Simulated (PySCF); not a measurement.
HKO, SMILES [OH][K].

Geometry: PBE-D3(BJ)/def2-TZVPD. The isomer is the one that the SMILES or the coordinates give; other isomers of the formula were not compared.

Method: PBE-D3(BJ)/def2-TZVPD (PySCF 2.14.0).

Frequencies are harmonic and unscaled.

Modes within 1.5 cm⁻¹ of each other (mostly degenerate sets) share a row, with their intensities summed.

```tsv
mode	ν (cm⁻¹)	IR (km/mol)	Raman (Å⁴/amu)	depolarisation	moving atoms (share of kinetic energy)
1–2	313	143.8	89.3	0.75	H 88 %, O 11 %
3	433	108.3	19.9	0.04	O 65 %, K 30 %
4	3790	0.1	221.8	0.15	H 94 %
```
